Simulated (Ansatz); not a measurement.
Relaxation of H4O3SiSn (9 atoms, charge 0, multiplicity 1), to a largest force component of 0.02 eV/Å in at most 50 steps.

All numbers below come from Ansatz, RKS B3LYP-D4/def2-SVP.

```xyz
9
Properties=species:S:1:pos:R:3
O -0.180 0.602 2.089
Si 0.888 0.671 0.777
O 1.099 -0.901 0.172
Sn 0.089 -0.266 -1.363
O -1.782 -1.098 -1.226
H -1.082 0.964 1.674
H 1.817 -1.370 0.666
H 0.968 -0.615 -2.817
H -2.116 -0.770 -0.285
```

Where does it end, and by what steps?

It converged. After 42 steps the energy has fallen by 3.958 eV; Si2 moved furthest, 1.70 Å. Parted: Si2–Sn4. Joined: Si2–O5.

```csv
step,energy less start (eV),largest force component (eV/Å),accepted
0,0.0000,5.211,yes
2,-2.1639,1.169,yes
4,-2.3770,1.241,yes
6,-2.5492,0.661,yes
8,-2.7087,1.258,yes
10,-2.8585,0.566,yes
12,-2.8874,0.726,yes
14,-2.9361,0.831,yes
16,-3.0256,0.343,yes
18,-3.1937,0.324,yes
20,-3.6564,0.902,yes
22,-3.8713,0.293,yes
24,-3.9170,0.362,yes
26,-3.9184,1.041,yes
28,-3.9094,0.403,no
30,-3.9473,0.119,yes
32,-3.9504,0.044,yes
34,-3.9548,0.119,yes
36,-3.9565,0.132,yes
38,-3.9570,0.085,no
40,-3.9579,0.042,no
42,-3.9581,0.007,yes
```

```xyz
9
Properties=species:S:1:pos:R:3
O -0.764 0.721 1.498
Si -0.004 -0.749 1.070
O 1.230 -0.073 -0.147
Sn 0.120 -0.132 -2.102
O -1.132 -0.859 -0.408
H -0.728 0.913 2.443
H 2.077 -0.539 -0.087
H 0.800 -1.776 -2.359
H -1.897 -0.288 -0.222
```

Whether the end is a true minimum wasn't checked by a vibrational analysis.

Time of the run: 2.1 min on 2 threads of Arm Neoverse V2, with other jobs on the host, peak memory 0.25 GiB.
